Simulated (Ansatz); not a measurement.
The same ligand exchange along the group Ti, Zr, Hf.

Program: Ansatz. Geometries: PBE0-D4/def2-TZVP. ΔE: electronic, gas phase. CBS: MP2 limit from def2 TZ/QZ plus the TZ coupled-cluster correction, frozen cores. This one scheme is used for every species. DFT in def2-TZVPP. def2 core potentials past Kr. For Hf, Ti, Zr outer-core shells are correlated without core-valence functions, which leaves a few kJ/mol of doubt a bond. Scalar relativity is left out up to krypton. Each species was taken in one conformer, which may not be the lowest.

```
                                                     reaction  CCSD(T)/CBS(def2) (kJ/mol)
`[F][Ti]([F])([F])[Cl]` + H₂S → `[F][Ti]([F])([F])[SH]` + HCl                          55
`[F][Zr]([F])([F])[Cl]` + H₂S → `[F][Zr]([F])([F])[SH]` + HCl                          70
`[F][Hf]([F])([F])[Cl]` + H₂S → `[F][Hf]([F])([F])[SH]` + HCl                           ?
```

(1) Fill in the missing values. (Estimate.)

Largest T1 diagnostic: 0.025, for `[F][Ti]([F])([F])[SH]`.

Answers

(1) The calculation gave: `[F][Hf]([F])([F])[Cl]` + H₂S → `[F][Hf]([F])([F])[SH]` + HCl: +69.1 kJ/mol.
